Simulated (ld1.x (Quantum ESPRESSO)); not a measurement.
N: one change to a PAW potential, before and after

- Element: N (Z = 7)
- Generator: ld1.x (Quantum ESPRESSO) 7.5
- Type: PAW
- Functional: PBE
- Relativity: scalar-relativistic
- Frozen core: [He]
- Valence charge: 5
- Reference configuration: 2s2 2p2.75 (charge +0.25)
- Partial waves: 2s (bound): rcut 0.65, rcutus 0.75 bohr; 2s channel at 3.2 Ry: rcut 0.65, rcutus 0.75 bohr; 2p (bound): rcut 1.40, rcutus 1.50 bohr; 2p channel at 2.25 Ry: rcut 1.40, rcutus 1.50 bohr
- Local potential: all-electron potential smoothed inside 1.15 bohr (lloc = -1)
- Core correction: a·sin(br)/r model core, default radius (core density twice the valence density)
- Augmentation charge: GAUSS, radius 0.70 bohr

All-electron outer shells of the reference configuration (PBE, scalar-relativistic, ld1.x):

```json
{"shell": "1s", "level (eV)": "-388.43", "outermost node (bohr)": "–", "outermost maximum (bohr)": "0.15"}
{"shell": "2s", "level (eV)": "-21.74", "outermost node (bohr)": "0.32", "outermost maximum (bohr)": "1.00"}
{"shell": "2p", "level (eV)": "-10.15", "outermost node (bohr)": "–", "outermost maximum (bohr)": "0.96"}
```

Change: core correction a·sin(br)/r model core inside 0.82 bohr.

Cutoffs: the cutoffs (Ry, on a coarse ladder) from which the occupation-weighted sum of valence levels, in a spherical-Bessel basis at the reference potential, stays within 10 and 1 mRy of its value at 400 Ry; they do not see the model core or the augmentation charge, which bear on the density cutoff. Errors are all-electron minus pseudo energies relative to the spin-unpolarised reference configuration.

Question: Predict the effect on cutoff, ghosts and configuration errors.

Answer: The potential gets neither clearly harder nor softer (70 Ry and 80 Ry → 70 Ry and 80 Ry); both files keep a bound ghost (s); of the 7 tests that both files solve, the error grows in 4 and shrinks in 0 by more than 15 % and 0.3 meV (median size 1.8 → 2.0 meV). The default core radius of the base comes out at 0.41 bohr. A wider model core is smoother and lowers the density cutoff, which this test does not measure.

| quantity | base | changed |
| --- | --- | --- |
| cutoff, loose | 70 Ry | 70 Ry |
| cutoff, tight | 80 Ry | 80 Ry |
| bound ghosts | s | s |
| error for 2s2 2p3, meV [ΔE -2.15 eV] | 0.0 | 0.0 |
| error for 2s2 2p2, meV [ΔE 11.44 eV] | -1.8 | -2.3 |
| error for 2s2 2p1, meV [ΔE 40.30 eV] | -9.6 | -13 |
| error for 2s1 2p4, meV [ΔE 9.36 eV] | -1.6 | -2.0 |
| error for 2s2 2p0, meV [ΔE 87.38 eV] | -18 | -27 |
| error for 2s0 2p5, meV [ΔE 20.89 eV] | -1.8 | -1.8 |
| error for 2s1 2p3, meV [ΔE 23.22 eV] | -0.9 | -0.9 |
| s: phases at 1.65 bohr within 0.05 rad from the reference energy up to (Ry; the scan ends near 5) | to the end of the scan | to the end of the scan |
| p: phases at 1.65 bohr within 0.05 rad from the reference energy up to (Ry; the scan ends near 5) | to the end of the scan | to the end of the scan |
| lowest overlap eigenvalue by channel | s 0.71, p 0.68 | s 0.71, p 0.68 |

 A true bound ghost makes a file unfit for plane-wave use even where its test errors are small: the radial tests pick states by their node count and pass the ghost by.
